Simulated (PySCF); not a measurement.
**Atomic charges against the basis set**

C4H3FN2.
Bonds: F1–C2, C2–C3 (aromatic), C3–N4 (aromatic), N4–C5 (aromatic), C5–C6 (aromatic), C6–N7 (aromatic), C2–N7 (aromatic). Hydrogens: H8 on C3; H9 on C5; H10 on C6.

PBE0 throughout (PySCF), one geometry, spherical d and f functions. Geometry: PBE0-D3(BJ)/def2-SVP; no solvent, vibrations or thermal averaging. The first 7 of 10 kinds of atom are listed.

Mulliken charges (e):

```
        basis  functions      F1      C2      C3      N4      C5      C6      N7
       STO-3G         38  -0.046  +0.199  -0.016  -0.214  -0.008  +0.010  -0.246
     pcSseg-0         69  -0.327  +0.570  +0.079  -0.608  +0.037  +0.059  -0.627
        6-31G         69  -0.282  +0.429  -0.033  -0.354  -0.020  -0.017  -0.360
       6-31G*        104  -0.288  +0.538  -0.086  -0.338  -0.024  -0.018  -0.384
      cc-pVDZ        113  -0.137  +0.216  +0.049  -0.178  +0.054  +0.057  -0.190
     def2-SVP        113  -0.170  +0.237  -0.014  -0.134  +0.020  +0.035  -0.139
     pcSseg-1        134  -0.240  +0.445  +0.037  -0.366  +0.067  +0.062  -0.389
  aug-cc-pVDZ        188  -0.505  +0.843  +0.351  -0.438  +0.541  +0.719  -0.464
6-311+G(2d,p)        207  -0.286  +0.425  +0.057  -0.212  -0.071  +0.007  -0.328
    def2-TZVP        235  -0.155  +0.266  -0.098  -0.188  -0.050  -0.017  -0.182
      cc-pVTZ        252  -0.126  +0.217  -0.120  -0.139  -0.070  -0.049  -0.132
     IGLO-III        275  -0.210  +0.420  +0.035  -0.348  +0.058  +0.086  -0.384
```

IAO charges (e):

```json
{"basis": "STO-3G", "functions": "38", "F1": "-0.062", "C2": "+0.208", "C3": "-0.105", "N4": "-0.154", "C5": "-0.086", "C6": "-0.060", "N7": "-0.196"}
{"basis": "pcSseg-0", "functions": "69", "F1": "-0.217", "C2": "+0.344", "C3": "-0.083", "N4": "-0.213", "C5": "-0.067", "C6": "-0.042", "N7": "-0.244"}
{"basis": "6-31G", "functions": "69", "F1": "-0.228", "C2": "+0.346", "C3": "-0.084", "N4": "-0.216", "C5": "-0.069", "C6": "-0.047", "N7": "-0.243"}
{"basis": "6-31G*", "functions": "104", "F1": "-0.242", "C2": "+0.393", "C3": "-0.069", "N4": "-0.231", "C5": "-0.052", "C6": "-0.025", "N7": "-0.266"}
{"basis": "cc-pVDZ", "functions": "113", "F1": "-0.243", "C2": "+0.392", "C3": "-0.072", "N4": "-0.227", "C5": "-0.054", "C6": "-0.027", "N7": "-0.262"}
{"basis": "def2-SVP", "functions": "113", "F1": "-0.242", "C2": "+0.388", "C3": "-0.070", "N4": "-0.225", "C5": "-0.052", "C6": "-0.025", "N7": "-0.259"}
{"basis": "pcSseg-1", "functions": "134", "F1": "-0.248", "C2": "+0.391", "C3": "-0.069", "N4": "-0.233", "C5": "-0.054", "C6": "-0.027", "N7": "-0.265"}
{"basis": "aug-cc-pVDZ", "functions": "188", "F1": "-0.255", "C2": "+0.397", "C3": "-0.068", "N4": "-0.237", "C5": "-0.053", "C6": "-0.027", "N7": "-0.268"}
{"basis": "6-311+G(2d,p)", "functions": "207", "F1": "-0.256", "C2": "+0.398", "C3": "-0.067", "N4": "-0.238", "C5": "-0.052", "C6": "-0.026", "N7": "-0.269"}
{"basis": "def2-TZVP", "functions": "235", "F1": "-0.256", "C2": "+0.402", "C3": "-0.068", "N4": "-0.237", "C5": "-0.052", "C6": "-0.026", "N7": "-0.270"}
{"basis": "cc-pVTZ", "functions": "252", "F1": "-0.254", "C2": "+0.402", "C3": "-0.070", "N4": "-0.235", "C5": "-0.054", "C6": "-0.026", "N7": "-0.269"}
{"basis": "IGLO-III", "functions": "275", "F1": "-0.257", "C2": "+0.400", "C3": "-0.068", "N4": "-0.238", "C5": "-0.053", "C6": "-0.027", "N7": "-0.269"}
```

Question: Which scheme is steadiest as the basis changes?

Answer: Largest range over the bases for any column: IAO 0.19 e, Mulliken 0.77 e. IAO charges move least and Mulliken charges most, counted in e. Without the minimal STO-3G basis the ranges are IAO 0.06, Mulliken 0.77 e.

Question: How much do the charges still move between the two largest bases, cc-pVTZ and IGLO-III?

Answer: At most, over all atoms: Mulliken 0.252 e, IAO 0.003 e.

Question: What do the same runs give for the total energy, the frontier levels and the dipole moment?

Answer: 
```json
{"basis": "STO-3G", "energy (Eh)": "-358.4124", "HOMO (eV)": "-4.89", "LUMO (eV)": "1.25", "μ (D)": "0.26"}
{"basis": "pcSseg-0", "energy (Eh)": "-362.3021", "HOMO (eV)": "-7.69", "LUMO (eV)": "-1.93", "μ (D)": "1.67"}
{"basis": "6-31G", "energy (Eh)": "-363.0417", "HOMO (eV)": "-7.54", "LUMO (eV)": "-1.66", "μ (D)": "1.68"}
{"basis": "6-31G*", "energy (Eh)": "-363.1570", "HOMO (eV)": "-7.56", "LUMO (eV)": "-1.45", "μ (D)": "1.22"}
{"basis": "cc-pVDZ", "energy (Eh)": "-363.1885", "HOMO (eV)": "-7.59", "LUMO (eV)": "-1.51", "μ (D)": "1.24"}
{"basis": "def2-SVP", "energy (Eh)": "-362.8939", "HOMO (eV)": "-7.71", "LUMO (eV)": "-1.67", "μ (D)": "1.32"}
{"basis": "pcSseg-1", "energy (Eh)": "-363.1222", "HOMO (eV)": "-7.85", "LUMO (eV)": "-1.80", "μ (D)": "1.42"}
{"basis": "aug-cc-pVDZ", "energy (Eh)": "-363.2119", "HOMO (eV)": "-7.84", "LUMO (eV)": "-1.82", "μ (D)": "1.39"}
{"basis": "6-311+G(2d,p)", "energy (Eh)": "-363.2688", "HOMO (eV)": "-7.89", "LUMO (eV)": "-1.84", "μ (D)": "1.42"}
{"basis": "def2-TZVP", "energy (Eh)": "-363.3023", "HOMO (eV)": "-7.82", "LUMO (eV)": "-1.77", "μ (D)": "1.36"}
{"basis": "cc-pVTZ", "energy (Eh)": "-363.2876", "HOMO (eV)": "-7.76", "LUMO (eV)": "-1.71", "μ (D)": "1.31"}
{"basis": "IGLO-III", "energy (Eh)": "-363.3065", "HOMO (eV)": "-7.87", "LUMO (eV)": "-1.83", "μ (D)": "1.38"}
```

The dipole is fixed by the density alone, so its range of 1.42 D shows that the density itself changes with the basis, not only its division among atoms.
